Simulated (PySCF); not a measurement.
Positional isomers: styrene fluoro+silyl. Gas-phase values, no solvent. One relaxed conformer stands for each flexible species; it need not be the lowest. Strings in code marks are SMILES.

Method: ωB97X-D3(BJ)/def2-TZVP // PBE0-D3(BJ)/def2-SVP (PySCF). All candidates: neutral, multiplicity 1. Excitations are Tamm–Dancoff values on a coarser integration grid. The basis has no diffuse functions, so Rydberg states are missing or too high.

The brightest of the four lowest singlets (TDA) is 5.55 eV, the T1 excitation (TDA) is 3.55 eV and the HOMO is -8.89 eV.

**Question.** Which member has these values?
A) `C=C([SiH3])c1ccc(F)cc1` (Si–C–C–C torsion 33°)
B) `C=C([SiH3])c1cccc(F)c1` (Si–C–C–C torsion 144°)
C) `C=Cc1ccc(F)cc1[SiH3]` (C–C–C–C torsion 20°)
D) `C=C(F)c1cccc([SiH3])c1` (F–C–C–C torsion 179°)

**Answer.** A, `C=C([SiH3])c1ccc(F)cc1` (Si–C–C–C torsion 33°). The others give `C=C(F)c1cccc([SiH3])c1` (F–C–C–C torsion 179°): 6.63 eV, 3.39 eV, -8.99 eV; `C=Cc1ccc(F)cc1[SiH3]` (C–C–C–C torsion 20°): 6.63 eV, 3.36 eV, -8.81 eV; `C=C([SiH3])c1cccc(F)c1` (Si–C–C–C torsion 144°): 5.62 eV, 3.61 eV, -9.11 eV
